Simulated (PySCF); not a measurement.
Geometries of 2 isomers of C2H8InN, from PBE0-D3(BJ)/def2-SVP geometry optimisation, gas phase, def2 core potentials past Kr (PySCF). One conformer each, no zero-point energy, no frequencies.

Question: Which is lower in electronic energy at this level?
A.
```xyz
12
angstrom
In    -0.045   -0.069    0.009
C      2.098   -0.346   -0.023
H      2.345   -1.390   -0.259
H      2.520   -0.098    0.962
H      2.564    0.312   -0.771
C     -1.223    1.742   -0.045
H     -2.266    1.531    0.229
H     -1.203    2.162   -1.062
H     -0.814    2.496    0.644
N     -1.121   -1.787    0.088
H     -0.722   -2.718    0.097
H     -2.133   -1.835    0.131
```
B.
```xyz
12
angstrom
In     0.953    1.815   -0.106
H      2.152    1.911   -1.335
H      0.407    2.959    1.057
N      0.007    0.014   -0.002
C     -1.025   -0.284    0.954
C      0.304   -1.087   -0.875
H     -1.982   -0.559    0.463
H     -1.226    0.581    1.605
H     -0.751   -1.136    1.610
H      1.095   -0.824   -1.594
H      0.649   -1.983   -0.316
H     -0.583   -1.407   -1.462
```

Answer: A. That is InMe2(NH2), `[CH3][In]([CH3])[NH2]`, 17.7 kcal/mol below the other.

| SMILES | atoms numbered as above | E (Eh) | relative (kcal/mol) | relative (kJ/mol) | dipole (D) |
| --- | --- | --- | --- | --- | --- |
| [CH3][In]([CH3])[NH2] | – | -325.63929 | 0.0 | 0.0 | 0.02 |
| [H][In]([H])[N](C)C | – | -325.61114 | 17.7 | 73.9 | 0.17 |
